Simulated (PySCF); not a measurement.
CH3BrMgS, SMILES [Br][Mg][S]C. Geometry: PBE0-D3(BJ)/def2-SVP. The structure was generated by enumeration; whether it is a known compound was not checked. Other conformers were not sampled.

**Question.** Give the equilibrium geometry at PBE0-D3(BJ)/def2-SVP (PySCF confirms it by a frequency run) as bond lengths and angles, and its point group. (An estimate is asked for; the answer gives what the named calculation found.)

**Answer.** One answer among several that fit: point group Cs.
Atoms: Mg1 Br2 S3 C4 H5 H6 H7. Bonded distances (Å): Mg1–Br2 2.350, Mg1–S3 2.298, S3–C4 1.833, C4–H5 1.099, C4–H6 1.099, C4–H7 1.099. Angles (°): Br2–Mg1–S3 178.9, Mg1–S3–C4 103.7, S3–C4–H5 112.3, S3–C4–H6 106.6, S3–C4–H7 112.3, H5–C4–H6 107.9, H5–C4–H7 109.6, H6–C4–H7 107.9.
Charge 0, spin multiplicity 1.
